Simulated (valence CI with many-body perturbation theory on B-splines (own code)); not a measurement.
Energy levels of Hf⁵⁰⁺

Calculated by relativistic CI+MBPT: four valence electrons over a frozen Dirac-Fock core [Ar], a basis of 9 s, 9 p, 10 d, 8 f, 5 g, 3 h, 1 i functions for each j, with the one-electron correlation potential Σ1, the two-electron term Σ2, the three-electron term Σ3, Breit, model QED; selected CI, second order for the rest (own B-spline code, finite nucleus).

No measured spectrum was set against this ion. As an estimate, large intervals hold to a few tenths of a per cent, small ones and those within an open d or f shell to about a per cent. The list stops below the first excitations out of the core. Only levels of the ground parity were solved; by the run's estimate the other parity begins above the list, which can be wrong where configurations are misplaced.

Levels 1 to 31 of 31, with energies above the lowest level, (3d3/2^4) J=0. "Leading %" is the weight of the configuration and term that name the level; weights of strongly mixed levels are sums over their largest components and can fall short. In the jj column 3d3/2^4 stands for four electrons in 3d with j = 3/2.

```tsv
No.	Configuration	Term	J	E (cm⁻¹)	Leading %	Leading jj	Second component
1	3d⁴	³P	0	0	60	3d3/2^4 (99 %)	26 % 3d⁴ ⁵D
2	3d⁴	⁵D	1	447240	58	3d3/2^3 3d5/2 (99 %)	42 % 3d⁴ ³P
3	3d⁴	³F	4	540580	29	3d3/2^3 3d5/2 (99 %)	24 % 3d⁴ ¹G
4	3d⁴	⁵D	2	562380	35	3d3/2^3 3d5/2 (94 %)	18 % 3d⁴ ³D
5	3d⁴	³F	3	589510	30	3d3/2^3 3d5/2 (95 %)	20 % 3d⁴ ³G
6	3d⁴	⁵D	0	962210	67	3d3/2^2 3d5/2^2 (98 %)	22 % 3d⁴ ¹S
7	3d⁴	⁵D	2	968630	52	3d3/2^2 3d5/2^2 (95 %)	16 % 3d⁴ ³F
8	3d⁴	³H	4	984430	40	3d3/2^2 3d5/2^2 (98 %)	36 % 3d⁴ ⁵D
9	3d⁴	⁵D	3	1000200	49	3d3/2^2 3d5/2^2 (94 %)	32 % 3d⁴ ³G
10	3d⁴	³H	5	1029600	67	3d3/2^2 3d5/2^2 (100 %)	33 % 3d⁴ ³G
11	3d⁴	¹I	6	1051900	53	3d3/2^2 3d5/2^2 (99 %)	47 % 3d⁴ ³H
12	3d⁴	³D	1	1068200	41	3d3/2^2 3d5/2^2 (96 %)	41 % 3d⁴ ³P
13	3d⁴	³F	3	1094300	45	3d3/2^2 3d5/2^2 (98 %)	24 % 3d⁴ ³D
14	3d⁴	³G	4	1096400	55	3d3/2^2 3d5/2^2 (98 %)	39 % 3d⁴ ¹G
15	3d⁴	³F	2	1111200	32	3d3/2^2 3d5/2^2 (97 %)	31 % 3d⁴ ³D
16	3d⁴	³F	2	1209200	51	3d3/2^2 3d5/2^2 (97 %)	28 % 3d⁴ ³P
17	3d⁴	³F	4	1250600	66	3d3/2^2 3d5/2^2 (97 %)	27 % 3d⁴ ¹G
18	3d⁴	¹D	2	1347400	41	3d3/2^2 3d5/2^2 (94 %)	33 % 3d⁴ ³P
19	3d⁴	³P	0	1465300	58	3d3/2^2 3d5/2^2 (81 %)	42 % 3d⁴ ¹S
20	3d⁴	⁵D	4	1503200	38	3d3/2 3d5/2^3 (96 %)	24 % 3d⁴ ³H
21	3d⁴	³F	3	1513700	43	3d3/2 3d5/2^3 (97 %)	30 % 3d⁴ ⁵D
22	3d⁴	³D	1	1553700	50	3d3/2 3d5/2^3 (97 %)	28 % 3d⁴ ³P
23	3d⁴	³G	5	1559100	67	3d3/2 3d5/2^3 (100 %)	33 % 3d⁴ ³H
24	3d⁴	³H	6	1564100	53	3d3/2 3d5/2^3 (99 %)	47 % 3d⁴ ¹I
25	3d⁴	³F	2	1624900	47	3d3/2 3d5/2^3 (95 %)	38 % 3d⁴ ³P
26	3d⁴	³D	3	1640500	37	3d3/2 3d5/2^3 (98 %)	32 % 3d⁴ ¹F
27	3d⁴	¹S	0	1705800	77	3d3/2 3d5/2^3 (77 %)	18 % 3d⁴ ³P
28	3d⁴	³F	3	1757400	64	3d3/2 3d5/2^3 (100 %)	32 % 3d⁴ ¹F
29	3d⁴	³P	1	1761500	89	3d3/2 3d5/2^3 (99 %)	9 % 3d⁴ ³D
30	3d⁴	¹G	4	1763100	66	3d3/2 3d5/2^3 (97 %)	23 % 3d⁴ ³F
31	3d⁴	¹D	2	1795900	62	3d3/2 3d5/2^3 (89 %)	25 % 3d⁴ ³P
```

The ionisation energy to 3d³ ⁴F3/2 of the next ion comes out as 4573.1 eV (NIST: 4573 ± 4 eV (theoretical)). All 31 levels together are meant to be complete up to 1869000 cm⁻¹.
